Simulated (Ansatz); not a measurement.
## Relaxing a trial structure of C2HAlF−

The starting geometry of this gas-phase singlet was optimised with GFN2-xTB.

```yaml
atoms:
  - { symbol: C, position_ang: [0.2004, -0.7532, -0.9138] }
  - { symbol: C, position_ang: [1.0057, -0.2893, -0.1205] }
  - { symbol: Al, position_ang: [-1.1890, -2.2984, -1.0463] }
  - { symbol: F, position_ang: [-1.7507, -1.9792, -2.6814] }
  - { symbol: H, position_ang: [1.7286, 0.1691, 0.5218] }
```

**Question.** Predict what it relaxes into with PBE0-D3(BJ)/def2-SVPD.

**Answer.** It keeps its bonds.

The energy falls by 0.13 eV over 9 steps:

```json
{"step": "1", "E − E(last) (eV)": "0.129"}
{"step": "2", "E − E(last) (eV)": "0.080"}
{"step": "3", "E − E(last) (eV)": "0.051"}
{"step": "4", "E − E(last) (eV)": "0.020"}
{"step": "5", "E − E(last) (eV)": "0.007"}
{"step": "6", "E − E(last) (eV)": "0.000"}
{"step": "7", "E − E(last) (eV)": "0.000"}
{"step": "8", "E − E(last) (eV)": "0.000"}
{"step": "9", "E − E(last) (eV)": "0.000"}
```

Final geometry (Å):

```yaml
atoms:
  - { symbol: C, position_ang: [0.1469, -0.9941, -0.6191] }
  - { symbol: C, position_ang: [1.0152, -0.2852, -0.1095] }
  - { symbol: Al, position_ang: [-1.2945, -2.3850, -1.1045] }
  - { symbol: F, position_ang: [-1.6461, -1.8256, -2.7343] }
  - { symbol: H, position_ang: [1.7735, 0.3389, 0.3273] }
```

Frequencies at the end are all real (lowest 121 cm⁻¹). Run with Ansatz 0.2.0, 21 s on 1 thread of Arm Neoverse V1 (shared host).
